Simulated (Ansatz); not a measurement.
`O=S(=O)(O)c1ccc[se]1`, relaxed with RKS PBE-D4/def2-SVP in Ansatz 0.2.0 from a rough embedded geometry. The force threshold is 0.03 eV/Å; the program also tests the step.

Total charge 0; spin multiplicity 1.

Start:

```xyz
13

O    -2.248   -0.194   -1.750
S    -1.925   -0.601   -0.351
O    -3.067   -0.168    0.471
O    -1.806   -2.302   -0.182
C    -0.490    0.202    0.207
C     0.738    0.018   -0.422
C     1.834    0.672    0.070
C     1.729    1.462    1.183
Se   -0.027    1.474    1.817
H    -1.037   -2.501   -0.854
H     0.824   -0.594   -1.283
H     2.800    0.547   -0.420
H     2.675    1.985    1.514
```

Problem. By how much does the energy fall, and how many steps does the optimiser take? (An estimate is asked.)

Solution. Ansatz gave: 37.65 kcal/mol, in 12 steps.

Problem. Which bonds change most? (Estimate.)

Solution. The calculation gave: C5–Se9 from 2.104 to 1.875 Å; C6–C7 from 1.368 to 1.428 Å; O4–H10 from 1.040 to 0.981 Å; S2–O4 from 1.713 to 1.661 Å.

Problem. Give the relaxed structure. (Estimate.)

Solution. Computed: 
```xyz
13

O    -1.891   -0.716   -1.850
S    -1.897   -0.524   -0.389
O    -2.946    0.194    0.339
O    -1.862   -2.032    0.307
C    -0.340    0.153    0.081
C     0.798    0.190   -0.702
C     1.921    0.790   -0.057
C     1.679    1.228    1.231
Se   -0.081    0.920    1.772
H    -1.469   -2.632   -0.363
H     0.804   -0.199   -1.731
H     2.899    0.904   -0.545
H     2.386    1.724    1.908
```
